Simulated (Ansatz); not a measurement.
Relaxation of the cluster Pt₂H₃⁻ with RKS r2SCAN-D4/def2-TZVPD.

```sh
$ ansatz run in.yaml --threads 4 --pin off --events-out ev --progress --plain --max-ram 3916MiB
```

```yaml
crystal:
  periodic: [false, false, false]
  atoms:
    - {symbol: Pt, position_ang: [0.877030, 2.012140, -0.082430]}
    - {symbol: Pt, position_ang: [-0.026680, -0.367530, -0.093250]}
    - {symbol: H, position_ang: [-0.272840, 1.225700, 0.600940]}
    - {symbol: H, position_ang: [0.508200, -1.541530, -0.898430]}
    - {symbol: H, position_ang: [-1.085710, -1.328770, 0.473170]}
basis:
  gaussian: {orbitals: def2-TZVPD}
total_charge: -1
hamiltonian: {xc: r2scan, dispersion: d4}
scf: {lower_state_search: "off"}
output: {orbitals: {seedname: orbitals}}
relax: {f_tol: 0.02, max_steps: 100}
```

Run time 26 s (4 threads of Arm Neoverse V1 on a shared host).

Positions (Å) and forces (eV/Å) at steps 1, 2, 3, 4, 5, 6, 7, 8, 9, 10, 11, 12, 13, 14, 15, 16, 17, 18 of 18:

```xyz
5
step=1 energy=-6548.3952 eV
Pt    0.877    2.012   -0.082    0.278    0.603   -0.035
Pt   -0.027   -0.368   -0.093    0.584   -0.431   -0.592
H    -0.273    1.226    0.601   -0.523    1.368    0.841
H     0.508   -1.542   -0.898   -0.284   -1.019   -0.094
H    -1.086   -1.329    0.473   -0.054   -0.520   -0.119
5
step=2 energy=-6548.7718 eV
Pt    0.881    2.107   -0.055   -0.296   -0.375    0.127
Pt    0.030   -0.372   -0.138    0.493   -0.473   -0.544
H    -0.297    1.365    0.662   -0.060    0.536    0.209
H     0.405   -1.707   -0.868   -0.368    0.168    0.351
H    -1.020   -1.392    0.399    0.232    0.144   -0.142
5
step=3 energy=-6548.8837 eV
Pt    0.842    2.125   -0.016   -0.325   -0.366    0.150
Pt    0.149   -0.374   -0.234   -0.102   -0.789   -0.174
H    -0.351    1.438    0.725    0.232    0.171   -0.134
H     0.284   -1.851   -0.815   -0.011    0.680    0.227
H    -0.925   -1.338    0.341    0.206    0.303   -0.069
5
step=4 energy=-6548.8642 eV rejected
Pt    0.812    2.076   -0.002    0.617    0.348   -0.382
Pt    0.158   -0.414   -0.258    0.265    1.220    0.179
H    -0.344    1.448    0.718   -0.619   -0.199    0.426
H     0.278   -1.808   -0.798    0.149   -1.052   -0.461
H    -0.904   -1.302    0.340   -0.411   -0.318    0.239
5
step=5 energy=-6548.9133 eV
Pt    0.831    2.099   -0.014   -0.022   -0.105   -0.012
Pt    0.152   -0.396   -0.245    0.013   -0.014   -0.017
H    -0.351    1.449    0.728   -0.026    0.059    0.037
H     0.291   -1.831   -0.815    0.035    0.010   -0.025
H    -0.923   -1.320    0.346    0.000    0.050    0.018
5
step=6 energy=-6548.9172 eV
Pt    0.828    2.081   -0.015   -0.013   -0.039   -0.001
Pt    0.158   -0.407   -0.253    0.003    0.032    0.008
H    -0.362    1.467    0.741    0.000    0.057    0.016
H     0.304   -1.838   -0.828    0.011   -0.037   -0.021
H    -0.928   -1.304    0.356   -0.001   -0.013   -0.002
5
step=7 energy=-6548.9209 eV
Pt    0.845    2.055    0.017    0.045    0.002   -0.018
Pt    0.178   -0.427   -0.256   -0.053   -0.014    0.018
H    -0.410    1.532    0.717   -0.028    0.039    0.018
H     0.281   -1.849   -0.868    0.015    0.009   -0.007
H    -0.893   -1.312    0.390    0.021   -0.036   -0.011
5
step=8 energy=-6548.9262 eV
Pt    0.856    2.033    0.012   -0.036    0.000    0.030
Pt    0.162   -0.439   -0.250    0.023    0.089    0.015
H    -0.422    1.591    0.728    0.048    0.078   -0.024
H     0.296   -1.842   -0.884   -0.011   -0.069   -0.024
H    -0.893   -1.342    0.395   -0.024   -0.097    0.002
5
step=9 energy=-6548.9352 eV
Pt    0.887    1.975    0.006   -0.576   -0.062    0.342
Pt    0.134   -0.477   -0.228    0.051    0.200    0.035
H    -0.460    1.780    0.755    0.587    0.158   -0.332
H     0.316   -1.832   -0.928   -0.022   -0.148   -0.055
H    -0.877   -1.447    0.395   -0.040   -0.147    0.011
5
step=10 energy=-6548.9538 eV
Pt    0.872    1.931    0.105   -0.289    0.002    0.192
Pt    0.208   -0.526   -0.274   -0.224   -0.304   -0.043
H    -0.530    1.965    0.722    0.352    0.037   -0.220
H     0.239   -1.922   -0.995    0.014    0.294    0.113
H    -0.790   -1.447    0.442    0.146   -0.029   -0.042
5
step=11 energy=-6548.9746 eV
Pt    0.893    1.895    0.129   -0.627    0.041    0.314
Pt    0.173   -0.544   -0.250   -0.106    0.000   -0.005
H    -0.545    2.058    0.686    0.668   -0.015   -0.338
H     0.239   -1.885   -1.035   -0.032    0.091    0.040
H    -0.760   -1.525    0.469    0.097   -0.117   -0.011
5
step=12 energy=-6549.0158 eV
Pt    0.937    1.860    0.225   -1.155   -0.045    0.233
Pt    0.116   -0.544   -0.192   -0.024   -0.150    0.095
H    -0.570    2.166    0.542    1.048   -0.052   -0.268
H     0.177   -1.803   -1.101   -0.056    0.141    0.060
H    -0.660   -1.679    0.527    0.186    0.106   -0.119
5
step=13 energy=-6549.0924 eV
Pt    0.896    1.803    0.276   -0.835    0.091    0.177
Pt    0.101   -0.585   -0.141   -0.082   -0.033   -0.050
H    -0.550    2.348    0.475    0.794   -0.163   -0.182
H     0.144   -1.771   -1.143   -0.031    0.108    0.074
H    -0.591   -1.795    0.533    0.154   -0.003   -0.020
5
step=14 energy=-6549.1718 eV
Pt    0.847    1.746    0.382   -0.489    0.021    0.006
Pt    0.029   -0.604   -0.094    0.050   -0.019   -0.041
H    -0.497    2.492    0.346    0.405   -0.068   -0.013
H     0.084   -1.706   -1.180   -0.025    0.060    0.042
H    -0.463   -1.927    0.545    0.059    0.006    0.007
5
step=15 energy=-6549.1823 eV
Pt    0.741    1.692    0.408    0.009    0.302    0.106
Pt    0.032   -0.650   -0.107   -0.442    0.025   -0.103
H    -0.438    2.682    0.346    0.190   -0.273   -0.047
H     0.076   -1.747   -1.200    0.098   -0.021    0.002
H    -0.412   -1.978    0.554    0.145   -0.032    0.042
5
step=16 energy=-6549.2049 eV
Pt    0.730    1.675    0.450   -0.264    0.118   -0.071
Pt   -0.071   -0.640   -0.105    0.041   -0.250    0.060
H    -0.401    2.709    0.298    0.217   -0.171    0.047
H     0.082   -1.720   -1.207   -0.012    0.078    0.070
H    -0.340   -2.024    0.565    0.019    0.225   -0.106
5
step=17 energy=-6549.2093 eV
Pt    0.730    1.677    0.435   -0.045    0.028   -0.004
Pt   -0.059   -0.640   -0.106   -0.008   -0.065    0.001
H    -0.404    2.694    0.312    0.042   -0.024    0.005
H     0.088   -1.722   -1.203   -0.002    0.015    0.016
H    -0.355   -2.008    0.562    0.013    0.046   -0.019
5
step=18 energy=-6549.2096 eV
Pt    0.724    1.675    0.435   -0.002   -0.002    0.002
Pt   -0.063   -0.643   -0.108   -0.004   -0.005   -0.004
H    -0.399    2.701    0.313    0.002    0.001    0.000
H     0.090   -1.725   -1.202    0.001    0.000    0.001
H    -0.352   -2.008    0.562    0.003    0.006    0.001
```

In the def2 sets Pt takes a core potential; there is no spin–orbit coupling. The structure comes from a short search, and lower isomers may exist.
